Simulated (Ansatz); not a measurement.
`[SiH3][O][Zn][Cl]` + HCl → `[Cl][Zn][Cl]` + `O[SiH3]` at 298.15 K and 1 bar (ligand exchange at a Zn–O bond).

Program: Ansatz. Geometries: PBE0-D4/def2-TZVP. ΔE: electronic, gas phase. CCSD(T)/CBS is the MP2 limit (def2-TZVPP, def2-QZVPP) plus CCSD(T) − MP2 in def2-TZVPP, frozen cores. This one scheme is used for every species. For Zn outer-core shells are correlated without core-valence functions, which leaves a few kJ/mol of doubt a bond. Scalar relativity is left out up to krypton. One conformer a species, not always the lowest.

```
            species  CCSD(T)/CBS energy (Eh)  H − E (kJ/mol)  S (J/(mol·K))
`[SiH3][O][Zn][Cl]`              -2604.33020            99.8          363.3
                HCl               -460.38127            26.6          186.8
     `[Cl][Zn][Cl]`              -2698.04832            20.4          276.7
          `O[SiH3]`               -366.69042           113.6          257.8
```

H − E and S are ideal-gas, rigid-rotor, harmonic terms from PBE0-D4/def2-TZVP, for one conformer and one mirror image of each species. 1 Eh = 2625.50 kJ/mol, R = 8.31446 J/(mol·K).

**Question.** By hand: ΔE, ΔH, ΔS and ΔG.

**Answer.** ΔE = (-2698.04832) + (-366.69042) − (-2604.33020) − (-460.38127) = -0.02727 Eh = -71.6 kJ/mol. Δ(H − E) = 20.4 + 113.6 − 99.8 − 26.6 = 7.6, so ΔH = -64.0 kJ/mol. ΔS = 276.7 + 257.8 − 363.3 − 186.8 = -15.6 J/(mol·K). ΔG = -64.0 − 298.15 × (-15.6)/1000 = -59.3 kJ/mol.

**Question.** By hand: the equilibrium constant, and the temperature at which ΔG would vanish if ΔH and ΔS stayed fixed.

**Answer.** log₁₀ K = −ΔG/(RT ln 10) = 10.4. ΔG = 0 at ΔH/ΔS = 4103 K, far beyond where these terms or the molecules hold.

ΔH outweighs TΔS. A doubt of 5 kJ/mol in ΔE shifts log₁₀ K by 0.9 here. Other conformers and mirror images would add mixing entropy, several J/(mol·K) or more a flexible species. Modes under 60 cm⁻¹, often nearly free rotors, make the harmonic entropy too high. These are equilibria of isolated gas molecules and say nothing of rates. Largest T1 diagnostic: 0.015 (customary marks: 0.02 for closed shells, 0.045 for open ones).
